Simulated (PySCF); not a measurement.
A geometry optimisation, step by step.

(F)2Hf(OSiH2)2O (singlet state).
Bonds: Hf1–F2, Hf1–F3, Hf1–O4, Hf1–O8, O4–Si5, Si5–O6, O6–Si7, Si7–O8. Hydrogens: H9, H10 on Si5; H11, H12 on Si7.

Method: PBE0-D3(BJ)/def2-SVP geometry optimisation, gas phase, def2 core potentials past Kr in PySCF 2.14.0; density fitting, grid level 1; the optimiser is geomeTRIC in internal coordinates, started from a GFN1-xTB structure with every atom displaced at random (about 0.03 Å). The frame can shift and turn from step to step; on so coarse a grid that alone can change the energy by a few meV, and forces under 0.02 eV/Å are noise.

Step 0: E = -28681.1366 eV, largest atomic force 5.757 eV/Å
```
atom  x, y, z in Å  |  force x, y, z in eV/Å
Hf1    -1.436   -0.806    0.593   -1.902   3.737  -2.531
F2     -3.098   -0.946   -0.310   -0.363  -0.145  -0.387
F3     -1.792   -1.448    2.221   -0.620  -1.917   4.508
O4     -0.994    1.140    0.727   -4.572  -3.117   1.589
Si5     0.295    1.783    0.198    4.340   2.277   0.791
O6      1.195    0.603   -0.476    0.922  -1.560  -0.783
Si7     1.294   -1.039   -0.852    1.343   2.187   0.116
O8     -0.084   -1.685   -0.354   -0.042  -2.179  -0.259
H9      1.036    2.300    1.434   -0.073   0.036  -0.701
H10     0.006    2.770   -0.769   -0.164   1.248  -1.143
H11     1.310   -1.147   -2.267    0.388  -0.212  -1.417
H12     2.384   -1.607   -0.093    0.743  -0.354   0.219
```

Step 1: E = -28682.1643 eV, largest atomic force 2.052 eV/Å
```
atom  x, y, z in Å  |  force x, y, z in eV/Å
Hf1    -1.526   -0.801    0.619   -0.986  -0.698   0.851
F2     -3.199   -0.941   -0.317    0.440   0.017   0.074
F3     -1.881   -1.530    2.403    0.424   0.395  -1.049
O4     -1.058    1.103    0.759   -1.208  -1.206   0.286
Si5     0.304    1.790    0.220    1.752   1.021  -0.310
O6      1.221    0.597   -0.482    0.055  -0.256  -0.124
Si7     1.329   -1.023   -0.878    0.466   0.606  -0.130
O8     -0.081   -1.716   -0.381   -0.949   0.267   0.639
H9      1.083    2.337    1.375   -0.122   0.003  -0.134
H10     0.029    2.834   -0.803   -0.080  -0.015   0.025
H11     1.435   -1.129   -2.354    0.132  -0.080   0.001
H12     2.459   -1.604   -0.111    0.074  -0.054  -0.128
```

Step 2: E = -28682.2962 eV, largest atomic force 0.888 eV/Å
```
atom  x, y, z in Å  |  force x, y, z in eV/Å
Hf1    -1.553   -0.820    0.631   -0.469  -0.522   0.545
F2     -3.198   -0.965   -0.314   -0.168  -0.036  -0.221
F3     -1.861   -1.549    2.391    0.239   0.101  -0.324
O4     -1.064    1.061    0.758   -0.180  -0.225   0.030
Si5     0.313    1.799    0.224    0.648   0.317  -0.337
O6      1.233    0.609   -0.487    0.027   0.062  -0.030
Si7     1.324   -1.004   -0.875    0.157   0.128  -0.067
O8     -0.102   -1.700   -0.361   -0.113   0.341   0.209
H9      1.082    2.357    1.363   -0.040   0.042   0.076
H10     0.017    2.844   -0.800   -0.074  -0.096   0.108
H11     1.457   -1.122   -2.354    0.006  -0.070   0.106
H12     2.468   -1.592   -0.126   -0.032  -0.044  -0.095
```

Step 3: E = -28682.3606 eV, largest atomic force 0.550 eV/Å
```
atom  x, y, z in Å  |  force x, y, z in eV/Å
Hf1    -1.583   -0.860    0.646   -0.445   0.196  -0.258
F2     -3.223   -1.027   -0.335    0.065  -0.036  -0.018
F3     -1.815   -1.594    2.389    0.087  -0.164   0.310
O4     -1.057    1.020    0.750    0.315  -0.006  -0.117
Si5     0.323    1.816    0.222   -0.193  -0.278  -0.065
O6      1.254    0.641   -0.498    0.085   0.216  -0.003
Si7     1.327   -0.970   -0.871   -0.079  -0.169  -0.002
O8     -0.105   -1.670   -0.338    0.337   0.337  -0.016
H9      1.069    2.387    1.369   -0.022   0.020   0.067
H10    -0.017    2.854   -0.788   -0.044  -0.043   0.059
H11     1.460   -1.112   -2.345   -0.058  -0.038   0.049
H12     2.482   -1.569   -0.150   -0.048  -0.034  -0.007
```

Step 4: E = -28682.3893 eV, largest atomic force 0.645 eV/Å
```
atom  x, y, z in Å  |  force x, y, z in eV/Å
Hf1    -1.597   -0.888    0.648   -0.198   0.136  -0.208
F2     -3.220   -1.085   -0.352   -0.055  -0.046  -0.055
F3     -1.764   -1.636    2.395    0.043  -0.148   0.304
O4     -1.057    0.979    0.738    0.436   0.303  -0.128
Si5     0.312    1.821    0.221   -0.440  -0.456   0.124
O6      1.271    0.679   -0.508    0.134   0.236  -0.018
Si7     1.342   -0.934   -0.872   -0.208  -0.285   0.035
O8     -0.086   -1.634   -0.326    0.383   0.240  -0.080
H9      1.029    2.398    1.386   -0.020   0.006   0.017
H10    -0.067    2.856   -0.772   -0.028   0.016  -0.001
H11     1.453   -1.099   -2.342   -0.033   0.004  -0.018
H12     2.499   -1.541   -0.166   -0.015  -0.007   0.027
```

Step 5: E = -28682.4095 eV, largest atomic force 0.636 eV/Å
```
atom  x, y, z in Å  |  force x, y, z in eV/Å
Hf1    -1.600   -0.929    0.651    0.038   0.076  -0.045
F2     -3.210   -1.174   -0.367   -0.016  -0.023   0.003
F3     -1.688   -1.694    2.408    0.007  -0.023   0.056
O4     -1.062    0.938    0.729    0.279   0.284  -0.091
Si5     0.282    1.821    0.221   -0.461  -0.389   0.204
O6      1.286    0.732   -0.523    0.133   0.104  -0.047
Si7     1.364   -0.885   -0.877   -0.179  -0.218   0.030
O8     -0.050   -1.589   -0.317    0.170   0.072  -0.041
H9      0.964    2.406    1.403    0.011   0.011  -0.007
H10    -0.144    2.854   -0.752   -0.004   0.046  -0.043
H11     1.447   -1.071   -2.346    0.006   0.039  -0.045
H12     2.525   -1.493   -0.181    0.017   0.021   0.027
```

Step 6: E = -28682.4167 eV, largest atomic force 0.273 eV/Å
```
atom  x, y, z in Å  |  force x, y, z in eV/Å
Hf1    -1.590   -0.940    0.656    0.055  -0.043   0.043
F2     -3.199   -1.207   -0.357   -0.001  -0.004   0.010
F3     -1.655   -1.707    2.417    0.002   0.028  -0.048
O4     -1.070    0.931    0.733    0.094   0.142  -0.042
Si5     0.259    1.815    0.221   -0.195  -0.147   0.123
O6      1.284    0.748   -0.530    0.072   0.015  -0.038
Si7     1.371   -0.873   -0.884   -0.050  -0.054   0.008
O8     -0.032   -1.579   -0.315   -0.011  -0.007   0.014
H9      0.939    2.407    1.402    0.003   0.002  -0.024
H10    -0.179    2.847   -0.751    0.001   0.024  -0.027
H11     1.448   -1.056   -2.354    0.012   0.027  -0.024
H12     2.538   -1.470   -0.186    0.018   0.018   0.005
```

Step 7: E = -28682.4185 eV, largest atomic force 0.072 eV/Å
```
atom  x, y, z in Å  |  force x, y, z in eV/Å
Hf1    -1.579   -0.948    0.665    0.032  -0.028   0.039
F2     -3.191   -1.230   -0.340    0.004   0.006   0.007
F3     -1.632   -1.712    2.427    0.002   0.021  -0.034
O4     -1.077    0.929    0.738   -0.032  -0.018  -0.008
Si5     0.242    1.811    0.218   -0.004   0.025   0.013
O6      1.277    0.755   -0.537    0.010  -0.025  -0.013
Si7     1.373   -0.867   -0.889    0.037   0.044  -0.010
O8     -0.021   -1.579   -0.313   -0.059  -0.034   0.024
H9      0.926    2.412    1.392    0.003   0.003  -0.005
H10    -0.202    2.841   -0.756    0.001  -0.001  -0.005
H11     1.450   -1.044   -2.361    0.001   0.003   0.001
H12     2.548   -1.451   -0.193    0.005   0.004  -0.007
```

Step 8: E = -28682.4188 eV, largest atomic force 0.053 eV/Å
```
atom  x, y, z in Å  |  force x, y, z in eV/Å
Hf1    -1.573   -0.954    0.671    0.014  -0.022   0.010
F2     -3.187   -1.242   -0.329    0.005   0.009   0.005
F3     -1.619   -1.713    2.433    0.001   0.006  -0.001
O4     -1.080    0.926    0.739   -0.034  -0.019  -0.003
Si5     0.234    1.811    0.215    0.027   0.045  -0.010
O6      1.273    0.759   -0.542   -0.009  -0.019   0.002
Si7     1.374   -0.863   -0.891    0.029   0.037  -0.010
O8     -0.016   -1.580   -0.310   -0.027  -0.027   0.011
H9      0.920    2.417    1.386   -0.001  -0.001  -0.003
H10    -0.215    2.838   -0.760   -0.002  -0.006   0.002
H11     1.449   -1.040   -2.364   -0.003  -0.003   0.004
H12     2.554   -1.440   -0.198    0.000   0.000  -0.006
```

Step 9: E = -28682.4190 eV, largest atomic force 0.059 eV/Å
```
atom  x, y, z in Å  |  force x, y, z in eV/Å
Hf1    -1.561   -0.964    0.684    0.002   0.005  -0.016
F2     -3.178   -1.264   -0.306   -0.003   0.010  -0.004
F3     -1.594   -1.715    2.449    0.000  -0.011   0.032
O4     -1.085    0.921    0.741   -0.022  -0.023  -0.001
Si5     0.221    1.813    0.209    0.040   0.034  -0.028
O6      1.265    0.765   -0.550   -0.024  -0.005   0.018
Si7     1.376   -0.857   -0.896   -0.004   0.011  -0.005
O8     -0.006   -1.584   -0.304    0.026  -0.003  -0.005
H9      0.909    2.428    1.373   -0.002  -0.001   0.002
H10    -0.239    2.832   -0.769   -0.005  -0.006   0.005
H11     1.442   -1.035   -2.369   -0.005  -0.007   0.003
H12     2.566   -1.422   -0.210   -0.003  -0.003  -0.002
```

Step 10: E = -28682.4191 eV, largest atomic force 0.040 eV/Å
```
atom  x, y, z in Å  |  force x, y, z in eV/Å
Hf1    -1.553   -0.970    0.692   -0.009  -0.001  -0.016
F2     -3.173   -1.274   -0.293    0.000   0.009  -0.004
F3     -1.579   -1.714    2.460    0.000  -0.009   0.027
O4     -1.086    0.917    0.742   -0.007  -0.007  -0.001
Si5     0.213    1.815    0.203    0.028   0.013  -0.022
O6      1.259    0.768   -0.556   -0.019   0.005   0.018
Si7     1.377   -0.853   -0.898   -0.021  -0.010  -0.004
O8      0.001   -1.587   -0.299    0.038   0.009  -0.005
H9      0.902    2.435    1.364   -0.002  -0.001   0.001
H10    -0.253    2.829   -0.776   -0.005  -0.002   0.004
H11     1.436   -1.036   -2.371   -0.003  -0.004   0.001
H12     2.573   -1.412   -0.218   -0.001  -0.001   0.001
```

Step 11: E = -28682.4192 eV, largest atomic force 0.029 eV/Å
```
atom  x, y, z in Å  |  force x, y, z in eV/Å
Hf1    -1.547   -0.973    0.699   -0.005  -0.001  -0.002
F2     -3.169   -1.279   -0.283    0.000   0.006  -0.004
F3     -1.569   -1.712    2.471   -0.001  -0.002   0.006
O4     -1.087    0.915    0.741    0.001  -0.002   0.000
Si5     0.209    1.816    0.198    0.007  -0.006  -0.009
O6      1.254    0.769   -0.560   -0.004   0.007   0.009
Si7     1.377   -0.852   -0.900   -0.022  -0.017  -0.004
O8      0.006   -1.590   -0.294    0.026   0.012   0.004
H9      0.898    2.441    1.356   -0.001   0.001  -0.001
H10    -0.264    2.826   -0.783   -0.002   0.001   0.001
H11     1.431   -1.039   -2.372    0.000   0.000  -0.001
H12     2.577   -1.406   -0.222    0.001   0.001   0.001
```

Step 12: E = -28682.4192 eV, largest atomic force under 0.02 eV/Å
```
atom  x, y, z in Å  |  force x, y, z in eV/Å
Hf1    -1.545   -0.974    0.703   -0.004  -0.004   0.003
F2     -3.167   -1.280   -0.278    0.002   0.003  -0.002
F3     -1.566   -1.709    2.477   -0.002   0.002  -0.005
O4     -1.087    0.915    0.740    0.005   0.004   0.002
Si5     0.208    1.817    0.194   -0.005  -0.010  -0.002
O6      1.253    0.769   -0.562    0.004   0.006   0.001
Si7     1.376   -0.853   -0.900   -0.013  -0.013  -0.005
O8      0.008   -1.591   -0.290    0.011   0.006   0.011
H9      0.897    2.444    1.351    0.000   0.002  -0.001
H10    -0.268    2.824   -0.787    0.000   0.002  -0.001
H11     1.428   -1.043   -2.372    0.001   0.002  -0.001
H12     2.578   -1.404   -0.224    0.001   0.001   0.000
```

**Question.** Summarise the path.

**Answer.** The energy falls by 29.58 kcal/mol from step 0 to step 12; nine tenths of that is first reached at step 2. It falls at every step. The largest force goes from 5.757 to under 0.02 eV/Å. Among the bonds O4–Si5 changes most (a near tie, within 0.001 Å, with another), from 1.534 to 1.670 Å; the atoms move by 0.139 Å rms after alignment.

**Question.** Follow the three bonds and two angles with the largest change from start to end.

**Answer.** 
| step | E above end (kcal/mol) | largest force (eV/Å) | O4–Si5 (Å) | Hf1–F3 (Å) | Hf1–O8 (Å) | O4–Hf1–O8 (°) | F2–Hf1–F3 (°) |
| --- | --- | --- | --- | --- | --- | --- | --- |
| 0 | 29.58 | 5.757 | 1.534 | 1.785 | 1.870 | 109.3 | 103.5 |
| 1 | 5.88 | 2.052 | 1.618 | 1.959 | 1.981 | 108.0 | 105.0 |
| 2 | 2.84 | 0.888 | 1.651 | 1.930 | 1.966 | 106.2 | 106.7 |
| 3 | 1.35 | 0.550 | 1.679 | 1.906 | 1.952 | 102.9 | 109.3 |
| 4 | 0.69 | 0.645 | 1.688 | 1.908 | 1.946 | 100.1 | 111.3 |
| 5 | 0.22 | 0.636 | 1.687 | 1.918 | 1.943 | 97.2 | 113.4 |
| 6 | 0.06 | 0.273 | 1.677 | 1.922 | 1.944 | 97.0 | 113.6 |
| 7 | 0.02 | 0.072 | 1.669 | 1.921 | 1.944 | 97.2 | 113.5 |
| 8 | 0.01 | 0.053 | 1.669 | 1.920 | 1.944 | 97.3 | 113.5 |
| 9 | 0.01 | 0.059 | 1.668 | 1.918 | 1.943 | 97.4 | 113.5 |
| 10 | 0.00 | 0.040 | 1.669 | 1.919 | 1.943 | 97.4 | 113.5 |
| 11 | 0.00 | 0.029 | 1.669 | 1.920 | 1.944 | 97.5 | 113.6 |
| 12 | 0.00 | under 0.02 | 1.670 | 1.920 | 1.944 | 97.5 | 113.7 |

What follows is the cost of the whole optimisation. Time: 3.5 min wall; peak memory 0.64 GiB. Hardware: an Arm Neoverse V1 with one thread, shared host.
